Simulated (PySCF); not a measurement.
dimethyl telluride (C2H6Te), singlet, geometry from GFN2-xTB (all electrons, no relativity). Base run: B3LYP/3-21G run with PySCF.

Geometry (Å):
```xyz
9

C      1.5140    -0.6181     0.9736
Te     0.0164     0.1965    -0.3540
C     -1.6021    -0.4383     0.9293
H      1.3801    -1.6875     1.0765
H      2.4887    -0.4186     0.5499
H      1.4434    -0.1493     1.9468
H     -1.5950    -1.5157     1.0342
H     -2.5349    -0.1286     0.4786
H     -1.5056     0.0209     1.9049
```
All else is at PySCF's defaults.
Base energy -6664.76049 Eh.

Each row names what was changed in the base input (with any setting that the change needs).

```
change                               ΔE vs base (µEh)  grid points  electrons on the grid
-----------------------------------  ----------------  -----------  ---------------------
base                                              0.0       109048               70.00001
grids.level = 1                                  19.4        33224               70.00007
small_rho_cutoff = 0                              0.0       109048               70.00001
grids.atom_grid = (150, 974)                      1.7       726456               70.00000
grids.becke_scheme = stratmann                    1.4       109048               70.00000
grids.level = 2                                   1.9        68696               70.00001
grids.radi_method = mura_knowles                  0.2       102960               70.00001
grids.level = 5                                   1.7       274024               70.00000
grids.radi_method = gauss_chebyshev               2.0       106168               70.00001
grids.level = 0                                 -4787         8728               70.00384
grids.atom_grid = (50, 194)                       395        59272               70.00008
```
